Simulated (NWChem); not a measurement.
Species: C₃H₄F₂; SMILES C1CC1(F)F

```xyz
9

F      0.0000    -1.0949     0.9553
C      0.0000     0.0000     0.1848
F      0.0000     1.0949     0.9553
C     -0.7671     0.0000    -1.0736
C      0.7671     0.0000    -1.0736
H     -1.2748     0.9258    -1.3553
H     -1.2748    -0.9258    -1.3553
H      1.2748     0.9258    -1.3553
H      1.2748    -0.9258    -1.3553
```
Atoms are numbered in this order, from 1.

Computed with NWChem. Medium grid unless said otherwise, to which SCAN and Minnesota functionals are sensitive. All runs use the structure optimised with PBE0/def2-SVP. B3LYP is NWChem's, with the RPA form of VWN correlation. Total energies of different functionals are on different scales.

| level | energy (Ha) | highest occupied level (eV) | orbital gap (eV) | dipole (D) |
|---|---|---|---|---|
| B3LYP/def2-SVP | -316.1296 | -7.91 | 9.56 | 1.94 |
| PBE/def2-SVP | -315.7904 | -6.54 | 7.48 | 1.76 |
| r2SCAN/def2-SVP | -315.9747 | -6.94 | 8.40 | 1.93 |
| M05-2X/def2-SVP | -316.0869 | -9.76 | 12.89 | 2.15 |
| B97-D/def2-SVP | -315.9508 | -6.60 | 7.61 | 1.85 |
| BHandHLYP/def2-SVP | -315.9811 | -9.72 | 12.60 | 2.16 |
| r2SCAN0/def2-SVP | -315.9391 | -8.45 | 10.74 | 2.08 |
